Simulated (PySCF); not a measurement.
Metal–ligand bonds in Zn(OH)1–Y. Isolated molecules, 0 K electronic values unless said otherwise. One relaxed conformer stands for each flexible species; it need not be the lowest. Multiplicities are imposed; where one is given, others were not computed. Strings in code marks are SMILES.

The HOMO from two functionals at the same geometries (PBE-D3(BJ)/def2-SVP), both in PySCF: PBE-D3(BJ)/def2-TZVP and TPSSh-D3(BJ)/def2-TZVP. 

```csv
species,PBE-D3(BJ)/def2-TZVP (eV),TPSSh-D3(BJ)/def2-TZVP (eV)
Y = Cl ([Zn(OH)(Cl)]),-7.03,-7.74
Y = F,-7.12,-7.84
Y = Br ([Zn(OH)(Br)]),-6.93,-7.60
Y = OH ([Zn(OH)2]),-6.78,-7.49
Y = NH2 ([Zn(OH)(NH2)]),-5.89,-6.46
```

Over these rows, drawn at random from the members with no instability flagged (it was tested for open shells, ions and some series alone), PBE minus TPSSh-D3(BJ): mean +0.68 eV, from +0.57 eV to +0.72 eV.
